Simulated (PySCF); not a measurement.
## Structure elucidation problem

Molecular formula: C$_{7}$H$_{9}$FO. Simulated spectra:

1H NMR (600 MHz, computed): δ 6.87 (m, 1H), 6.63 (m, 1H), 5.47 (m, 1H), 5.42 (m, 1H), 4.63 (m, 1H), 2.58 (m, 1H), 2.24 (m, 1H), 2.05 (m, 1H), 1.64 (m, 1H).

13C{1H} NMR (computed): δ 155.5 (C), 147.2 (CH), 136.0 (CH), 120.9 (CH2), 78.0 (CH), 32.0 (CH2), 23.3 (CH2).

No solvent, relativity neglected, one computed conformer. Shielding tensors at PBE0/pcSseg-1 (GIAO); GFN2-xTB geometry; PySCF 2.14.

Scale: 1H (31.72 ppm) and 13C (186.93 ppm) vs TMS (reference shieldings calculated alike).

Task: Which of these isomers gave the spectra?
A. CC1=C[C@@]12COC[C@@H]2F
B. C#CC(=O)C(C)(C)CF
C. C=C/C(=C\CC)C(=O)F
D. C=C[C@H]1CCC(F)=CO1
E. C[C@H]1CC=C(F)C(=O)C1

Result: D. 

- Rings plus π bonds: 3 (1 ring in the answer).
- 7 carbon signals for 7 carbons: no two carbons are equivalent.
- Carbon types of the structure: 1 × C, 3 × CH, 3 × CH2, which accounts for all hydrogens.
- δC 155.5: β carbon of an enol-ether or enamine type C=C.
- δC 147.2: alkene CH; an sp2 carbon of a C=C bond.
- δC 136.0: alkene carbon bearing oxygen; an sp2 carbon further deshielded by the attached heteroatom.
- δC 120.9: terminal =CH2 carbon; as expected for a trigonal carbon in a double bond.
- δC 78.0: allylic sp3 CH bonded to O; deshielded by the electronegative neighbour.

The others: C=C/C(=C\CC)C(=O)F would give 6 signals for carbon-bound and other non-exchanging H, not 9; C[C@H]1CC=C(F)C(=O)C1 would give 7 signals for carbon-bound and other non-exchanging H, not 9; CC1=C[C@@]12COC[C@@H]2F would give 7 signals for carbon-bound and other non-exchanging H, not 9; C#CC(=O)C(C)(C)CF would give 6 carbon signals, not 7.

Splittings by 19F in the carbon and heteronuclear signals aren't shown, as no couplings were computed. Shifts are as computed. Against solution values, carbons near 30 ppm lie about +3 ppm off and those near 130 ppm about +5 ppm. Of 1211 compounds with measured shifts, 218 miss one by over three times the rms of a fit or turn the order of signals round; such compounds aren't used in these exercises. Multiplicities follow the n + 1 count of equivalent neighbours, as no J values were calculated; m marks all less simple cases, F and P coupling included.
